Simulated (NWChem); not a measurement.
System: B2H4O4; SMILES OB(B(O)O)O

```xyz
10

B     -0.0606     0.8481     0.0000
O     -1.2212     1.5788     0.0000
O      1.2019     1.4197     0.0000
B     -0.0521    -0.8771     0.0000
O      1.1587    -1.5395     0.0000
O     -1.1978    -1.6259     0.0000
H     -1.0892     2.5462     0.0000
H      1.2164     2.3959     0.0000
H      1.8811    -0.8839     0.0000
H     -0.9769    -2.5784     0.0000
```
Atoms are numbered in this order, from 1.

Computed with NWChem. Pople sets run with spherical d functions. All runs use the structure optimised with PBE-D3(BJ)/def2-SVP. Level B3LYP/6-31G*: energy and gradient on several grids; changes count from the extra-fine grid, which is no exact limit either.

```csv
grid,size of the energy change (μHa),largest change of a gradient component (μHa/bohr)
xcoarse,8000,4000
coarse,90,100
medium,< 10,< 30
fine,< 10,< 30
xfine,< 10,< 30
```
